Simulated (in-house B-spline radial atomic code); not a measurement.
What moves the levels of the promethium ion Pm⁺ ([Xe] 4f5 6s1)? Computed with an all-electron radial atomic-structure program (B-spline basis): Dirac-Hartree-Fock, average of configuration, Fermi nucleus of rms radius 4.962 fm.

Baseline run (computed): total energy -10021.9223 hartree, 1s1/2 at -1670.391 hartree, 6s1/2 at -10.159 eV with <r> = 4.195 bohr.

Scaling the speed of light c (a factor of 100 is close to the non-relativistic limit):

```
c/c0  ΔE (hartree)  6s1/2 level (eV)  6s1/2 <r> (bohr)
 0.9       -98.098          -10.2983              4.14
0.98       -16.866          -10.1825             4.186
1.02        15.742          -10.1372             4.204
   2        282.28           -9.7886             4.351
 100        367.37          -9.68453             4.397
```

Changing the nucleus:

```json
{"nucleus": "Gaussian nucleus of rms radius 4.962 fm", "ΔE (eV)": "-0.0791"}
{"nucleus": "uniform spherical nucleus of rms radius 4.962 fm", "ΔE (eV)": "0.0244"}
{"nucleus": "Gaussian nucleus of rms radius 0.01 fm", "ΔE (eV)": "-16.1"}
{"nucleus": "Fermi nucleus of rms radius 4.8628 fm", "ΔE (eV)": "-0.57"}
{"nucleus": "Fermi nucleus of rms radius 5.0612 fm", "ΔE (eV)": "0.579"}
```

A larger nucleus binds the electrons less, roughly as the density at the nucleus times the change of the nuclear <r²>. At equal rms radius the shape enters only through higher moments. A radius of 0.01 fm is nearly a point.

Q: The nuclear charge is raised by 0.1. What does the Hellmann-Feynman theorem predict for the energy, and what is found?

A: dE/dZ ≈ -Σ<1/r>, which is -401.869 at the start and -402.826 at the end; their mean times 0.1 is -40.235 hartree, and the two runs differ by -40.234 hartree.
